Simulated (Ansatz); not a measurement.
(H2B-mu-SH)2 (B2H6S2), relaxed as a singlet with RKS PBE-D4/def2-SVP in Ansatz, starting from the GFN2-xTB geometry. Force threshold 0.02 eV/Å.

Start:

```xyz
10

B     0.881   -0.962    0.093
H     0.559   -2.091    0.154
H     2.028   -0.713    0.117
S    -0.096    0.029    1.479
B    -1.223    0.461   -0.072
H    -1.416    1.616   -0.154
H    -2.153   -0.256   -0.059
S     0.007   -0.161   -1.474
H     0.654    1.137    1.468
H     0.759    0.941   -1.554
```

Task: Estimate the energy that the relaxation releases and the steps that it takes.

Result: 12.3 kJ/mol, in 7 steps; 6.5 s on 4 threads of Arm Neoverse V2 on a shared host. The force fell under the threshold at step 5, but the optimiser went on. No frequencies were taken in this run, so the end may be a saddle point.

Task: Does the start keep its bonding and symmetry?

Result: By distances, no bond broke or formed. The bond that changes most is B1–H2, from 1.17 to 1.22 Å (atoms count from 1). Point group C2v at the start, C2v at the end, both within 0.05 Å.

Task: Predict the relaxed structure.

Result: 
```xyz
10

B     0.8799   -0.9624    0.0928
H     0.4187   -2.0875    0.1495
H     2.0890   -0.8423    0.1272
S    -0.0628    0.0796    1.4856
B    -1.2219    0.4591   -0.0722
H    -1.5577    1.6241   -0.1592
H    -2.0988   -0.3848   -0.0482
S     0.0406   -0.1123   -1.4843
H     0.7044    1.2100    1.4508
H     0.8086    1.0166   -1.5420
```
Bond lengths: 4 × B–S 1.98 Å; 4 × B–H 1.22 Å; 2 × H–S 1.37 Å.
